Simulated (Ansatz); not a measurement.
A nudged elastic band was laid between two geometries of ClH + F4H2NTa (10 atoms, charge 0, multiplicity 1).

Computed with Ansatz, RKS PBE-D4/def2-SVP.

```json
{"movable images": "9", "climbing image": "yes", "spring": "5.0 eV/Å²", "optimiser": "quadratic models (default)", "start path": "through a guess of the saddle point", "force threshold": "0.05 eV/Å", "iteration limit": "60", "end points": "relaxed"}
```

Initial state:

```xyz
10
Properties=species:S:1:pos:R:3
Ta -0.140 0.131 -0.035
F 1.730 0.093 0.365
F -0.518 0.319 1.818
F 0.252 -0.280 -1.847
F -1.087 1.694 -0.492
N -1.223 -1.498 0.002
H -1.628 -1.886 0.860
H -1.302 -2.143 -0.791
Cl 2.070 -2.926 1.231
H 2.361 -1.680 0.978
```

Final state:

```xyz
10
Properties=species:S:1:pos:R:3
Ta 0.060 -0.588 0.169
F 2.173 0.433 0.498
F -0.366 -0.301 1.997
F 0.521 -0.967 -1.635
F -0.298 1.218 -0.250
N -1.609 -1.573 -0.058
H -2.306 -1.706 0.683
H -1.910 -2.004 -0.939
Cl 1.697 -2.257 0.874
H 2.555 -0.430 0.749
```

Which bonds break or form, and what moves?

Bonds broken: Cl9–H10. Bonds formed: Ta1–Cl9, F2–H10. ClH + F4H2NTa becomes ClF4H3NTa.

Give the energies along the band, and the barrier.

The forces met the threshold. The highest image is number 6 of 0 to 10, 0.139 eV above the first end and 0.188 eV above the last; the last end lies 0.049 eV below the first. A vibrational analysis at the climbing image gives one clearly imaginary mode, 289i cm⁻¹: a first-order saddle point. The orbitals stay closed-shell, which can raise the energy where a bond breaks towards radicals; this wasn't checked here.

| image | path coordinate (Å) | energy (eV) | Cl9–H10 (Å) | Ta1–Cl9 (Å) | F2–H10 (Å) |
| --- | --- | --- | --- | --- | --- |
| 0 | 0.00 | 0.000 | 1.30 | 3.98 | 1.98 |
| 1 | 0.36 | 0.006 | 1.30 | 3.77 | 1.97 |
| 2 | 0.73 | 0.019 | 1.31 | 3.49 | 2.01 |
| 3 | 1.09 | 0.016 | 1.31 | 3.16 | 2.08 |
| 4 | 1.46 | 0.017 | 1.31 | 2.97 | 1.94 |
| 5 | 1.82 | 0.061 | 1.35 | 2.84 | 1.63 |
| 6 | 2.18 | 0.139 | 1.49 | 2.66 | 1.27 |
| 7 | 2.41 | 0.076 | 1.67 | 2.57 | 1.08 |
| 8 | 2.64 | -0.003 | 1.85 | 2.49 | 1.01 |
| 9 | 2.87 | -0.039 | 1.97 | 2.45 | 0.98 |
| 10 | 3.10 | -0.049 | 2.02 | 2.44 | 0.98 |

What is the geometry of the highest image?


```xyz
10
Properties=species:S:1:pos:R:3:forces:R:3
Ta 0.046 -0.327 0.120 0.00 0.00 0.00
F 1.993 0.380 0.457 0.00 0.00 0.00
F -0.316 -0.182 1.975 0.00 0.00 0.00
F 0.546 -0.828 -1.638 0.00 0.00 0.00
F -0.628 1.364 -0.343 0.00 0.00 0.00
N -1.470 -1.569 -0.020 0.00 0.00 -0.01
H -2.061 -1.856 0.769 0.00 0.00 0.00
H -1.674 -2.141 -0.848 0.00 0.00 0.01
Cl 1.780 -2.204 0.869 0.00 0.00 0.00
H 2.301 -0.814 0.745 0.00 0.01 0.00
```

What are the harmonic wavenumbers there?

289i, 88, 101, 132, 149, 177, 202, 203, 248, 258, 432, 470, 595, 596, 652, 666, 672, 692, 821, 918, 1410, 1451, 3454, 3555 cm⁻¹.

The band took 13 iterations and about 13 core-minutes.

Time of the run: 3.4 min on 4 threads of Arm Neoverse V2, with other jobs on the host, peak memory 0.21 GiB.
